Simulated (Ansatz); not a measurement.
Mulliken charges of CH4N2Si, SMILES `C1=N[SiH2]N1` from r2SCAN/def2-TZVPP in Ansatz (PBE0-D4/def2-TZVP geometry).

```tsv
atom	x (Å)	y (Å)	z (Å)	charge (e)
C1	0.216	-0.677	-0.907	0.280
N2	1.278	-0.621	-0.170	-0.485
Si3	0.344	0.474	0.846	0.567
N4	-0.781	0.195	-0.489	-0.415
H5	0.086	-1.314	-1.787	0.074
H6	-0.102	-0.069	2.151	-0.081
H7	0.806	1.873	1.006	-0.083
H8	-1.756	0.082	-0.706	0.144
```

Question: By hand: the dipole of these point charges (1 e Å = 4.8032 D).

Answer: Σ q r = (-0.345, 0.064, 0.019) e Å, of length 0.351 e Å = 1.69 D.

Question: How does the dipole of the full density compare? (Best estimate.)

Answer: The calculation gave: (-0.612, 0.122, -0.007) e Å, 3.00 D; the point charges give 0.56 times that, at 4° from its direction.

Point charges leave out the atoms' own dipoles, such as those of lone pairs, and Mulliken's split depends on the basis, so the two needn't agree.
